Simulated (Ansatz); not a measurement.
Species: HBBr₂S, SMILES `SB(Br)Br` (H–S–B–Br torsion 180°) (charge 0, multiplicity 1).

Q: Give a relaxed geometry from PBE0-D3(BJ)/def2-TZVP in Ansatz (a quantum-chemistry and plane-wave program).

A: Several could match; the one computed here: the end point of this relaxation, one of several conformers (outside a Z-matrix the atoms follow the SMILES, hydrogens last).
Cartesian coordinates (Å) in one orientation:
```xyz
5

S      1.263    -0.687     0.093
B     -0.422    -0.119    -0.001
Br    -1.794    -1.442     0.076
Br    -0.887     1.724    -0.172
H      1.841     0.523     0.005
```
